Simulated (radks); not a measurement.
Spherical quantum dot in the effective-mass picture: electrons in a hard-walled sphere of radius 1.58, with a point charge +2 (a donor) at the centre, all in effective atomic units (hartree* = m*/eps^2 hartree, bohr* = eps/m* bohr), one dielectric constant everywhere. Method: non-relativistic Kohn-Sham, exchange-only LDA, spin-polarised, spherical densities; computed with a radial shooting solver with Libxc functionals. Levels are named by radial order and angular momentum (1s, 1p, 1d, 2s, ...), and open shells are averaged over m.

N = 20, configuration 1s2 1p6 1d10 2s2. This is the lowest configuration that the search found. Occupied and some empty levels:

level,occupation,eigenvalue (hartree*),<r> (bohr*)
1s,2,17.079,0.8453
1p,6,18.856,1.007
1d,10,21.087,1.076
2s,2,21.882,0.7163
1f,0,23.900,1.123
2p,0,26.824,0.8196
1g,0,27.271,1.159

Energy (hartree*): total 228.125, kinetic 114.09, external -47.930, Hartree 179.72, exchange-correlation -17.761. Static polarisability (adiabatic kernel): 1.107 bohr*^3.
